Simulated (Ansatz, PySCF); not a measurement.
Process, species as SMILES: COC(C)=O → [CH2]C(=O)OC + H atom (the C-H bond at the site shown breaks; other sites are not compared here)
Structures are relaxed separately at B3LYP-D3(BJ)/def2-TZVP in Ansatz (a quantum-chemistry and plane-wave program), one conformer each, not searched for the lowest.
Geometry of the first species:
SMILES: COC(C)=O
```xyz
11

C     -1.8543     0.1696     0.1592
C     -0.4282    -0.1404    -0.2035
O     -0.0723    -0.8339    -1.1211
O      0.4291     0.4670     0.6430
C      1.8231     0.2390     0.3870
H     -2.5223    -0.3365    -0.5316
H     -2.0217     1.2467     0.1188
H     -2.0572    -0.1540     1.1808
H      2.0924     0.5983    -0.6055
H      2.3561     0.7951     1.1531
H      2.0542    -0.8236     0.4535
```
Charge 0, spin multiplicity 1.

Property: bond dissociation energy (enthalpy at 298 K, with B3LYP-D3(BJ) rigid-rotor harmonic-oscillator terms from PySCF), in kJ/mol. Valence correlation only, unless marked. Open shells are spin-unrestricted. Spin-orbit coupling is left out. Non-relativistic. CBS(X,Y): correlation extrapolated as X^-3; Hartree-Fock from the larger set. [CCSD(T)-MP2]/basis is that difference in the basis named.

| level | program | bond dissociation energy (kJ/mol) | minus last row |
|---|---|---|---|
| HF/6-31G | Ansatz | 293.2 | -122.7 |
| BLYP-D3(BJ)/def2-TZVPD | Ansatz + dftd3 | 392.4 | -23.5 |
| r2SCAN/def2-TZVPD | Ansatz | 386.7 | -29.2 |
| r2SCAN-D3(BJ)/def2-TZVPD | Ansatz + dftd3 | 387.1 | -28.8 |
| PBE0/def2-TZVPD | Ansatz | 394.3 | -21.6 |
| HSE06-D3(BJ)/def2-TZVPD | Ansatz + dftd3 | 395.3 | -20.6 |
| PBE-QIDH/def2-TZVPD | Ansatz | 401.0 | -14.9 |
| CCSD/6-31G* | Ansatz | 378.5 | -37.4 |
| CCSD(T)/6-31G | Ansatz | 365.1 | -50.8 |
| RI-MP2/CBS(cc-pVTZ,cc-pVQZ)+[CCSD(T)-MP2]/cc-pVTZ | Ansatz | 415.9 | 0.0 |
